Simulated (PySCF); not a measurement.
These 2 structures share the formula C2H15NSi4. The calculation used PBE0-D3(BJ)/def2-SVP geometry optimisation, gas phase in PySCF 2.14.0. One conformer each; no zero-point energy, no entropy. No frequencies were run at this level. Point groups hold within 0.08 Å.

Question: Order them by energy at this level, lowest first, and give relative energies in kcal/mol.
A. `[CH3:1][N:2]([CH3:3])[Si@H:4]([SiH3:5])[SiH2:6][SiH3:7]` with C1–N2–Si4–Si5 -88°, N2–Si4–Si6–Si7 -37°
B. `[CH3:1][N:2]([CH3:3])[SiH2:4][SiH:5]([SiH3:6])[SiH3:7]` with C1–N2–Si4–Si5 148°, N2–Si4–Si5–Si6 -38°

Answer: B (0.0), A (2.6).

| SMILES | E (Eh) | E rel (kcal/mol) | dipole (D) | point group | A, B, C (MHz) |
| --- | --- | --- | --- | --- | --- |
| CN(C)[SiH2][SiH]([SiH3])[SiH3] | -1296.86124 | 0.0 | 1.18 | C1 | 1377, 723.4, 623.0 |
| CN(C)[Si@H]([SiH3])[SiH2][SiH3] | -1296.85717 | 2.6 | 1.18 | C1 | 1380, 761.3, 565.3 |

Q: How do the relative energies change in single points at PBE0/pcSseg-1 (no added dispersion term) on the same geometries?

A: 
| SMILES | PBE0-D3(BJ)/def2-SVP (kcal/mol) | PBE0/pcSseg-1 (kcal/mol) | shift |
| --- | --- | --- | --- |
| CN(C)[SiH2][SiH]([SiH3])[SiH3] | 0.0 | 0.0 | 0.0 |
| CN(C)[Si@H]([SiH3])[SiH2][SiH3] | 2.6 | 2.3 | -0.3 |

Each column counts from its own lowest isomer. The order is unchanged; the largest shift is 0.3 kcal/mol.

Q: As an exercise, what shares would exp(−E/RT) give at 2000 K from these electronic energies alone (no entropy, no degeneracies)?

A: RT = 3.974 kcal/mol: CN(C)[SiH2][SiH]([SiH3])[SiH3] 65.5 %, CN(C)[Si@H]([SiH3])[SiH2][SiH3] 34.5 %.
